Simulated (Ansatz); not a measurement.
Two structures of SiHCl4F, closed shell, reached by relaxing down either side of one saddle point (PBE0-D4/def2-TZVP). Energies are electronic, without zero-point energy. Ansatz 0.2.0; basis: def2-TZVPP and def2-QZVPP; cores frozen in the correlated methods. Extrapolation: Hartree–Fock as exp(−7.88 √X), correlation as X^−2.97. First:

```xyz
7
angstrom
Si -0.3820 -0.7239 -0.5603
Cl 1.5943 -0.4070 -0.1474
Cl -0.5214 -2.3474 -1.7501
Cl -1.3661 -1.0403 1.1680
Cl -1.1184 0.8960 -1.5033
H 1.1424 1.4835 1.1816
F 0.6512 2.1390 1.6113
```

Second:

Si1  (-1.075, -0.090, -0.164)
Cl2  (3.366, 0.060, 0.353)
Cl3  (-0.161, -1.578, -1.158)
Cl4  (-2.310, -0.814, 1.248)
Cl5  (-2.061, 1.126, -1.427)
H6  (2.197, 0.529, 0.587)
F7  (0.043, 0.767, 0.561)
(Å)

Q: Which bonds change from the first to the second?

A: SiCl₄ ([Cl][Si]([Cl])([Cl])[Cl]) + HF → SiCl₃F ([F][Si]([Cl])([Cl])[Cl]) + HCl; bonds formed: Si1–F7, Cl2–H6; bonds broken: Si1–Cl2, H6–F7.

Q: Give the saddle point's structure and its height above each. (To be estimated.)

A: Computed: 1.527 eV above the first and 2.027 eV above the second (CCSD(T) at an estimated basis limit (MP2 extrapolated from triple and quadruple zeta, plus CCSD(T) − MP2 in triple zeta)).
```
7
angstrom
Si -0.3948 -0.1744 -0.1628
Cl 1.9854 -0.2293 0.0166
Cl -0.2668 -1.8525 -1.3671
Cl -1.5159 -0.9173 1.3619
Cl -1.2525 1.1315 -1.4638
H 1.3095 0.8455 0.7341
F 0.1351 1.1965 0.8809
```

No T1 diagnostic of these runs exceeds 0.011.

Labels in which every atom is bracketed show which atoms are joined, not bond orders.

For scale, one of the runs: CCSD(T)/def2-TZVPP, 255 basis functions, launched by `ansatz run in.yaml --threads 8 --pin off --events-out ev --progress --plain --max-ram 19148MiB`. The run took 2.3 min on 8 CPU threads of an Arm Neoverse V1 (shared host), with 5.2 GiB of host memory at its peak.
